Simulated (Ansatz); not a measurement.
`BB[SiH3]` + `[OH][GeH2][SnH3]` → `B[B]([SiH3])[SnH3]` + `[OH][GeH3]`  (redistribution)

Isolated molecules relaxed with PBE0-D4/def2-TZVP in Ansatz; ΔE leaves out vibrations. CCSD(T)/CBS is the MP2 limit (def2-TZVPP, def2-QZVPP) plus CCSD(T) − MP2 in def2-TZVPP, frozen cores. Functionals use def2-TZVPP. Elements past krypton have def2 core potentials. For Ge, Sn outer-core shells are correlated without core-valence functions, which leaves a few kJ/mol of doubt a bond. Scalar relativity is left out up to krypton. Each species was taken in one conformer, which may not be the lowest.

`BB[SiH3]`:

Z-matrix (Å, degrees):
```
Si
B 1 2.026
H 1 1.490 2 108.6
H 1 1.490 2 108.5 3 117.8
H 1 1.487 2 114.8 3 -121.1
B 2 1.608 1 116.2 3 121.3
H 2 1.197 1 115.0 3 -58.7
H 6 1.201 2 121.8 1 86.8
H 6 1.201 2 121.8 1 -86.9
```

`[OH][GeH2][SnH3]`:

Cartesian coordinates in Å:
```
O 0.823 0.763 1.928
Ge -0.501 0.752 0.723
Sn 0.173 -0.709 -1.332
H 0.983 -0.105 2.305
H -1.790 0.224 1.391
H -0.673 2.236 0.365
H 0.664 -2.255 -0.793
H -1.146 -0.908 -2.399
H 1.467 0.001 -2.187
```

`B[B]([SiH3])[SnH3]`:

```xyz
12

B     1.394   -1.263   -0.310
B     0.260   -0.201   -0.536
Si   -0.767    1.078   -1.658
Sn   -0.252   -0.181    1.721
H     1.150   -2.440   -0.275
H     2.503   -0.925    0.005
H    -0.047    2.375   -1.499
H    -0.792    0.716   -3.100
H    -2.166    1.261   -1.188
H     0.729   -1.138    2.736
H    -1.866   -0.721    1.859
H    -0.147    1.441    2.246
```

`[OH][GeH3]`:

Cartesian coordinates in Å:
```
O -0.671 0.887 0.803
Ge 0.160 -0.157 -0.379
H -0.622 0.545 1.697
H -0.036 0.557 -1.719
H -0.484 -1.557 -0.387
H 1.653 -0.276 -0.016
```

```
             level  ΔE (kJ/mol)  difference from CCSD(T)/CBS
         r2SCAN-D4         14.3                          2.9
           PBE0-D4         15.0                          3.6
      CAM-B3LYP-D4         22.8                         11.4
           ωB97X-V         20.7                          9.3
          PBE-QIDH         13.8                          2.4
              BLYP         27.9                         16.5
              PBE0         17.9                          6.5
           r2SCANh         16.1                          4.7
             BHLYP         29.9                         18.5
         CAM-B3LYP         25.9                         14.5
RPA@PBE/def2-TZVPP          6.9                         -4.5
       HF/def2-SVP         36.8                         25.4
  CCSD(T)/def2-SVP         11.5                          0.1
     HF/def2-TZVPP         38.3                         26.9
    MP2/def2-TZVPP          8.2                         -3.2
SCS-MP2/def2-TZVPP         13.7                          2.3
       CCSD(T)/CBS         11.4                            0
```

Largest T1 diagnostic among the species: 0.016.

In def2-TZVPP, CCSD(T) changes the Hartree–Fock value by −28.4 kJ/mol (the triples alone add −5.2 kJ/mol) and MP2 by −30.1 kJ/mol. The D4 term adds −5.4 kJ/mol with B3LYP and −2.9 kJ/mol with PBE0; it sums over pairs of atoms, weighted by their polarisabilities, and B3LYP, whose exchange is more repulsive, gets the larger term.

B3LYP here is the variant with VWN-RPA as its local correlation; programs differ in this.
